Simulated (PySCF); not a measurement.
Geometries of 5 isomers of C7H5NO, from PySCF, PBE0-D3(BJ)/def2-SVP geometry optimisation, gas phase. One conformer each, no zero-point energy, no frequencies.

**Question.** Which isomer lies lowest at this level?
A.
```xyz
14
angstrom
O      4.296    0.307    0.264
C      3.180   -0.041    0.246
N      2.073   -0.504    0.250
C      0.722   -0.248    0.101
C     -0.185   -1.308    0.217
C     -1.548   -1.073    0.069
C     -2.020    0.212   -0.193
C     -1.116    1.268   -0.308
C      0.250    1.046   -0.163
H      0.199   -2.308    0.422
H     -2.249   -1.906    0.161
H     -3.091    0.392   -0.309
H     -1.476    2.279   -0.513
H      0.960    1.871   -0.252
```
B.
```xyz
14
angstrom
C     -2.152   -0.391   -0.027
C     -1.038   -1.221   -0.082
C      0.217   -0.602   -0.034
C      1.599   -1.001   -0.057
C      2.311    0.153    0.028
O      1.518    1.248    0.103
C      0.241    0.799    0.066
C     -0.927    1.553    0.115
N     -2.104    0.946    0.068
H     -3.156   -0.829   -0.061
H     -1.149   -2.305   -0.160
H      2.005   -2.008   -0.127
H      3.381    0.349    0.046
H     -0.901    2.645    0.193
```
C.
```xyz
14
angstrom
C     -1.700    0.799   -0.105
C     -1.825   -0.606   -0.080
C     -0.717   -1.440   -0.019
C      0.525   -0.807    0.016
O      1.734   -1.386    0.077
N      2.700   -0.412    0.092
C      2.098    0.739    0.043
C      0.674    0.585   -0.009
C     -0.457    1.411   -0.071
H     -2.604    1.410   -0.153
H     -2.823   -1.050   -0.109
H     -0.804   -2.527    0.001
H      2.695    1.651    0.046
H     -0.362    2.499   -0.090
```
D.
```xyz
14
angstrom
N      4.052   -0.452   -0.164
C      2.908   -0.266   -0.118
C      1.498   -0.039   -0.061
C      0.992    1.253    0.164
C     -0.374    1.473    0.218
C     -1.266    0.405    0.050
O     -2.579    0.675    0.112
C     -0.768   -0.885   -0.174
C      0.601   -1.104   -0.229
H      1.685    2.086    0.295
H     -0.780    2.471    0.392
H     -3.085   -0.135   -0.018
H     -1.461   -1.721   -0.306
H      0.986   -2.110   -0.404
```
E.
```xyz
14
angstrom
N      3.581   -1.835   -0.397
C      2.590   -1.247   -0.267
C      1.365   -0.522   -0.108
C      1.391    0.849    0.174
C      0.183    1.528    0.321
C     -1.031    0.864    0.191
C     -1.055   -0.508   -0.090
O     -2.256   -1.102   -0.205
C      0.146   -1.203   -0.240
H      2.345    1.366    0.274
H      0.188    2.598    0.540
H     -1.981    1.388    0.304
H     -2.141   -2.039   -0.398
H      0.145   -2.273   -0.460
```

**Answer.** A. That is phenyl isocyanate, `O=C=Nc1ccccc1`, 13.9 kcal/mol below the next.

```csv
SMILES,atoms numbered as above,E (Eh),relative (kcal/mol),relative (kJ/mol),dipole (D)
O=C=Nc1ccccc1,[O:1]=[C:2]=[N:3][c:4]1[cH:5][cH:6][cH:7][cH:8][cH:9]1,-399.00132,0.0,0.0,2.39
c1cc2ccoc2cn1,[cH:1]1[cH:2][c:3]2[cH:4][cH:5][o:6][c:7]2[cH:8][n:9]1,-398.97913,13.9,58.3,2.99
N#Cc1ccc(O)cc1,[N:1]#[C:2][c:3]1[cH:4][cH:5][c:6]([OH:7])[cH:8][cH:9]1,-398.97672,15.4,64.6,5.27
N#Cc1cccc(O)c1,[N:1]#[C:2][c:3]1[cH:4][cH:5][cH:6][c:7]([OH:8])[cH:9]1,-398.97477,16.7,69.7,3.58
c1ccc2oncc2c1,[cH:1]1[cH:2][cH:3][c:4]2[o:5][n:6][cH:7][c:8]2[cH:9]1,-398.95083,31.7,132.6,3.07
```

As drawn, the lowest has a C=O bond, cumulated double bonds and a C=N bond, which the highest lacks; the highest has an N–O linkage, which the lowest lacks.
